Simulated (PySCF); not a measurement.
Excited states of `C=Cc1cc[n+](C)c(C#N)c1`, [C9H9N2]+, charge +1

The calculation used TDA B3LYP/def2-SVP excited states, vertical, gas phase in PySCF. Geometry: GFN2-xTB.

Input:
```
{"job": {"kind": "states", "xc": "B3LYP", "basis": "def2-SVP", "tda": true, "soc": true, "nstates": 6, "ntriplets": 5, "nquad": 4}, "charge": 1, "multiplicity": 1}
C      3.534333     0.635193    -0.230452
C      2.702550    -0.341004     0.139479
C      1.259753    -0.295822     0.066641
C      0.500410    -1.393784     0.509010
C     -0.871863    -1.370247     0.450181
N     -1.538323    -0.313536    -0.029259
C     -2.982205    -0.296989    -0.088081
C     -0.843485     0.762897    -0.469271
C     -1.570105     1.874613    -0.982020
N     -2.136005     2.775331    -1.399750
C      0.535973     0.800276    -0.430595
H      3.205543     1.580149    -0.629260
H      4.599618     0.511116    -0.139276
H      3.108434    -1.262497     0.534609
H      0.994114    -2.267856     0.903977
H     -1.461419    -2.208828     0.790856
H     -3.319611    -0.218581    -1.123753
H     -3.386645    -1.207537     0.347859
H     -3.373744     0.563166     0.458282
H      1.037528     1.684619    -0.790699
```
Coordinates are in Å.

Command: `OMP_NUM_THREADS=1 python excited_run.py task.json out`

Q: Show the output.

A: H and L stand for HOMO and LUMO.
```
coarse grid: 17480 points
cycle   1  E = -457.0604517175  dE =  2.150e+00  |g| = 6.516e-01  |ddm| = 5.397e+00
cycle   2  E = -456.4394660527  dE =  6.210e-01  |g| = 1.691e+00  |ddm| = 2.421e+00
cycle   3  E = -457.1757403017  dE = -7.363e-01  |g| = 8.260e-02  |ddm| = 1.790e+00
cycle   4  E = -457.1764696137  dE = -7.293e-04  |g| = 6.567e-02  |ddm| = 1.651e-01
cycle   5  E = -457.1775640263  dE = -1.094e-03  |g| = 1.472e-02  |ddm| = 7.502e-02
cycle   6  E = -457.1776179432  dE = -5.392e-05  |g| = 4.187e-03  |ddm| = 1.935e-02
cycle   7  E = -457.1776223243  dE = -4.381e-06  |g| = 1.344e-03  |ddm| = 5.654e-03
final grid: 171208 points
cycle   8  E = -457.2612926098  dE = -5.079e-05  |g| = 5.496e-03  |ddm| = 5.419e-02
cycle   9  E = -457.2612874132  dE =  5.197e-06  |g| = 7.148e-03  |ddm| = 1.416e-02
cycle  10  E = -457.2612997750  dE = -1.236e-05  |g| = 2.448e-03  |ddm| = 8.669e-03
cycle  11  E = -457.2613011145  dE = -1.339e-06  |g| = 5.295e-04  |ddm| = 2.140e-03
cycle  12  E = -457.2613011704  dE = -5.590e-08  |g| = 1.776e-04  |ddm| = 5.406e-04
cycle  13  E = -457.2613011773  dE = -6.904e-09  |g| = 5.650e-05  |ddm| = 1.971e-04
cycle  14  E = -457.2613011780  dE = -7.476e-10  |g| = 1.994e-05  |ddm| = 7.483e-05
converged SCF energy = -457.2613011780

Singlet excitations
state   eV       nm        f     d(h-e)  d(exc)  Lambda  PR(NTO)  |dmu|/D   mu/D   main configurations
  1   4.3589   284.4   0.21996   2.062   3.965   0.638   1.288    4.094    7.454   H->L 0.54, H->L+1 0.32, H-1->L 0.08
  2   4.7867   259.0   0.38184   1.605   3.531   0.619   1.229    2.836    5.524   H->L+1 0.48, H->L 0.37, H-1->L 0.08
  3   5.1925   238.8   0.19224   0.632   3.763   0.634   1.681    1.266    3.404   H-1->L 0.70, H->L+1 0.16
  4   5.5353   224.0   0.00003   2.083   3.731   0.350   1.019    5.510    2.338   H-2->L 0.93
  5   6.0100   206.3   0.00147   1.557   4.109   0.341   1.087                     H-4->L 0.63, H-5->L 0.30
  6   6.0767   204.0   0.24794   0.339   3.326   0.789   1.782                     H-1->L+1 0.57, H-3->L 0.30

Triplet excitations (Tamm-Dancoff)
state   eV     d(h-e)  d(exc)  Lambda  PR(NTO)   main configurations
  1   2.7588   1.056   3.368   0.667   1.026   H->L 0.92
  2   3.7041   0.258   3.132   0.658   1.103   H-1->L 0.81, H-1->L+1 0.10
  3   3.9508   1.417   3.504   0.587   1.256   H->L+1 0.82, H-1->L 0.09
  4   4.3355   0.535   2.908   0.798   1.105   H-1->L+1 0.80
  5   4.9262   0.067   2.729   0.749   1.860   H-3->L 0.59, H->L+2 0.27
S1 - T1 = 1.6001 eV

Spin-orbit couplings |<S|Hso|T>| (cm-1)
             T1       T2       T3       T4       T5
S0        0.017    0.048    0.035    0.056    0.139
S1        0.037    0.050    0.035    0.028    0.102
S2        0.057    0.048    0.049    0.051    0.029
S3        0.061    0.058    0.011    0.092    0.157
S4        1.509   11.157    1.822    0.305    0.184
S5        0.417    7.760    2.154    0.936    1.349
S6        0.019    0.134    0.062    0.096    0.104
T1 sublevels (cm-1): 0.000 0.000 0.000   radiative rates (1/s): 0.000293 2.21e-05 0.000406
```

It took 46 s wall time on 1 thread of an Arm Neoverse V1, shared host, peak memory 0.87 GiB.
